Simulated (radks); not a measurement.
The numbers below are computed, except where a source is named.
Initial-state core-level shifts of the tungsten ion W2+ when its valence configuration changes from [Xe] 4f14 5d4. Level of theory: Dirac Kohn-Sham, LDA (Slater exchange, Perdew-Wang correlation), spin-unpolarised, spherical densities, point nucleus; open shells fill j = l - 1/2 first (a radial shooting solver on a logarithmic mesh with Libxc functionals). Shifts are changes of the shell-averaged eigenvalues in eV (positive: less bound).

valence                1s       2s       3p       4s
4f14 5d3.5 6p0.5   -2.133   -2.198   -2.172   -2.171
4f13 5d4 6p1      -14.003  -15.013  -16.390  -15.341
4f12 5d6          -20.127  -21.926  -24.907  -22.536
4f13 5d4 6s1      -12.860  -13.875  -15.246  -14.193
4f14 5d3 6p1       -4.310   -4.446   -4.388   -4.385
4f13 5d5           -9.794  -10.649  -12.065  -11.027
4f14 5d2 6s2       -6.544   -6.842   -6.699   -6.678
4f14 5d3 6s1       -3.156   -3.298   -3.235   -3.229
4f12 5d5 6p1      -24.507  -26.467  -29.408  -27.016
